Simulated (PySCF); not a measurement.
Compound: C6H11AlO2.
Z-matrix (Å and degrees, PBE0-D3(BJ)/def2-SVP geometry), rows numbered from 1:
```
C 
C   1  1.5291
C   2  1.5307  1  111.38
Al  2  1.9709  1  112.11  3   125.67
O   4  1.8763  2  109.16  1    41.35
C   5  1.2659  4  127.14  2  -108.20
C   6  1.3972  5  125.82  4    -1.22
C   7  1.3975  6  121.27  5    -0.82
O   8  1.2651  7  125.71  6     0.38
H   1  1.1025  2  112.27  3   176.17
H   1  1.1047  2  111.57  3   -63.57
H   1  1.1057  2  112.01  3    55.65
H   2  1.1083  1  107.94  3  -117.92
H   3  1.1027  2  112.33  1  -177.04
H   3  1.1041  2  111.57  1    62.75
H   3  1.1060  2  111.92  1   -56.57
H   4  1.5898  2  124.04  1   172.29
H   6  1.1043  5  115.81  4   178.89
H   7  1.0895  6  119.36  5   179.97
H   8  1.1045  7  118.44  6  -179.35
```

Computed with PBE0-D3(BJ)/def2-SVP geometry optimisation, gas phase (PySCF).

Take the most abundant isotopes and a rigid rotor. The values belong to one conformer with, in the numbering `[CH3:1][CH:2]([CH3:3])[Al@@H-:4]1[O:5][CH:6]=[CH:7][CH:8]=[O+:9]1`, C1–C2–Al4–O5 41°.

Task: Give the principal moments of inertia and the rotational constants in MHz.

Result: Ia = 214.96, Ib = 522.27, Ic = 559.44 u·Å²; 505379 MHz·u·Å²/I gives A = 2351, B = 967.7, C = 903.4 MHz.

Task: What kind of rotor is it?

Result: A near-prolate asymmetric top; Ray's κ = -0.911.

Task: Is it planar, by Δ = Ic − Ia − Ib?

Result: Not planar: Δ = Ic − Ia − Ib = -177.79 u·Å². For a rigid frame Δ = −2 Σ m c², so Σ m c² = 88.90 u·Å² lies off the ab plane: 21.50 from hydrogen and 67.40 from heavier atoms. The atom farthest from that plane is 2.55 Å away.

Task: Give the other two planar moments, Paa and Pbb, and the rms extents of the mass along the axes.

Result: Paa = Σ m a² = (Ib + Ic − Ia)/2 = 433.37 and Pbb = Σ m b² = (Ia + Ic − Ib)/2 = 126.06 u·Å². With the mass M = 142.06 u, the rms extents √(P/M) along a, b and c are 1.75, 0.94, 0.79 Å.

Task: Give the coordinates in the principal-axis frame, origin at the centre of mass.

Result: The sense of each axis is arbitrary; atoms in the order of the calculation.
```csv
atom,mass (u),a (Å),b (Å),c (Å)
C1,12.000,-1.639,0.896,-1.454
C2,12.000,-1.969,0.454,-0.028
C3,12.000,-2.990,-0.686,-0.020
Al4,26.982,-0.352,-0.018,0.996
O5,15.995,0.999,1.229,0.622
C6,12.000,2.046,1.039,-0.063
C7,12.000,2.421,-0.164,-0.668
C8,12.000,1.636,-1.314,-0.543
O9,15.995,0.546,-1.398,0.094
H10,1.008,-0.956,1.762,-1.476
H11,1.008,-1.155,0.086,-2.028
H12,1.008,-2.545,1.183,-2.019
H13,1.008,-2.425,1.316,0.500
H14,1.008,-3.279,-0.982,1.003
H15,1.008,-2.595,-1.589,-0.518
H16,1.008,-3.919,-0.412,-0.553
H17,1.008,-0.348,-0.344,2.552
H18,1.008,2.710,1.914,-0.180
H19,1.008,3.348,-0.210,-1.237
H20,1.008,1.982,-2.242,-1.031
```

Task: Which lines would a microwave search look for?

Result: The dipole components are |μa| = 3.25 D, |μb| = 0.02 D, |μc| = 2.17 D. The squared components, which scale the intensities, stand as 1.00 : 0.00 : 0.45 (a : b : c). Some of the stronger lines:

```json
{"type": "c", "branch": "R", "J(Ka,Kc)": "1(1,0) ← 0(0,0)", "MHz": "3319", "lower level (cm⁻¹)": "0.000"}
{"type": "a", "branch": "R", "J(Ka,Kc)": "2(0,2) ← 1(0,1)", "MHz": "3740", "lower level (cm⁻¹)": "0.062"}
{"type": "a", "branch": "R", "J(Ka,Kc)": "2(1,1) ← 1(1,0)", "MHz": "3806", "lower level (cm⁻¹)": "0.111"}
{"type": "c", "branch": "Q", "J(Ka,Kc)": "2(2,1) ← 2(1,1)", "MHz": "4150", "lower level (cm⁻¹)": "0.238"}
{"type": "a", "branch": "R", "J(Ka,Kc)": "3(0,3) ← 2(0,2)", "MHz": "5604", "lower level (cm⁻¹)": "0.187"}
{"type": "a", "branch": "R", "J(Ka,Kc)": "3(2,2) ← 2(2,1)", "MHz": "5613", "lower level (cm⁻¹)": "0.376"}
{"type": "c", "branch": "Q", "J(Ka,Kc)": "3(3,1) ← 3(2,1)", "MHz": "7068", "lower level (cm⁻¹)": "0.564"}
{"type": "c", "branch": "R", "J(Ka,Kc)": "3(1,2) ← 2(0,2)", "MHz": "7222", "lower level (cm⁻¹)": "0.187"}
{"type": "a", "branch": "R", "J(Ka,Kc)": "4(3,1) ← 3(3,0)", "MHz": "7489", "lower level (cm⁻¹)": "0.799"}
{"type": "c", "branch": "R", "J(Ka,Kc)": "4(2,2) ← 3(1,2)", "MHz": "11570", "lower level (cm⁻¹)": "0.428"}
{"type": "c", "branch": "R", "J(Ka,Kc)": "3(3,0) ← 2(2,0)", "MHz": "12690", "lower level (cm⁻¹)": "0.376"}
{"type": "c", "branch": "R", "J(Ka,Kc)": "4(3,2) ← 3(2,2)", "MHz": "14567", "lower level (cm⁻¹)": "0.563"}
```

Stationary, but not proved a minimum. No vibrational averaging or centrifugal distortion is included, and the geometry carries the error of its method. A rigid rotor knows nothing of internal rotation, which can split or shift real lines. Quadrupole hyperfine structure (27Al) is left out.
